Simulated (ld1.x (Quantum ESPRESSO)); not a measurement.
**How hard is this Br ultrasoft potential?**

```json
{
 "Element": "Br",
 "Generator": "ld1.x (Quantum ESPRESSO) 7.5",
 "Type": "ultrasoft",
 "Functional": "PBE",
 "Relativity": "scalar-relativistic",
 "Frozen core": "[Ar] 3d10",
 "Valence charge": "7",
 "Reference configuration": "4s2 4p3.5 (charge +1.5)",
 "Partial waves": "4s (bound): rcut 1.25, rcutus 1.50 bohr; 4s channel at -2.05 Ry: rcut 1.25, rcutus 1.50 bohr; 4p (bound): rcut 1.10, rcutus 1.30 bohr; 4p channel at -0.55 Ry: rcut 1.10, rcutus 1.30 bohr",
 "Local potential": "all-electron potential smoothed inside 1.40 bohr (lloc = -2)",
 "Core correction": "a·sin(br)/r model core, default radius (core density twice the valence density)",
 "Augmentation charge": "PSQ, inside the norm-conserving radii"
}
```

The pseudo-atom Hamiltonian at the reference potential is diagonalised in spherical Bessel functions j_l(qr) that vanish at 20 bohr, with q² up to the cutoff. All-electron valence levels (Ry): 4s -2.6451, 4p -1.6701.

Task: How do the lowest levels (Ry) of each channel move with the cutoff, and are there ghosts?

Result:

| cutoff (Ry) | s #1 | s #2 | p #1 | d #1 | f #1 | f #2 | Σ f·Δε (mRy) |
| --- | --- | --- | --- | --- | --- | --- | --- |
| 8 | -2.6160 | -0.6280 | -1.6482 | -0.5981 | -0.1545 | -0.0601 | 135.3 |
| 12 | -2.6346 | -0.6328 | -1.6540 | -0.6444 | -0.1547 | -0.0604 | 78.0 |
| 18 | -2.6442 | -0.6364 | -1.6588 | -0.6682 | -0.1547 | -0.0605 | 41.9 |
| 25 | -2.6445 | -0.6367 | -1.6664 | -0.6732 | -0.1547 | -0.0605 | 14.7 |
| 35 | -2.6450 | -0.6368 | -1.6698 | -0.6742 | -0.1548 | -0.0605 | 2.0 |
| 45 | -2.6451 | -0.6368 | -1.6699 | -0.6743 | -0.1548 | -0.0605 | 1.3 |
| 55 | -2.6451 | -0.6368 | -1.6700 | -0.6743 | -0.1548 | -0.0605 | 0.8 |
| 70 | -2.6452 | -0.6368 | -1.6702 | -0.6743 | -0.1548 | -0.0605 | 0.3 |
| 400 | -2.6452 | -0.6368 | -1.6702 | -0.6743 | -0.1548 | -0.0605 | 0.0 |

Result: ghost state, extra bound levels that the all-electron valence spectrum of the same l lacks: d at -9.2 eV (a true bound ghost makes a file unfit for plane-wave use); 10 mRy is reached at 30 Ry and 1 mRy at 55 Ry.

Test run stopped at test 5 of 7 (negative rho).
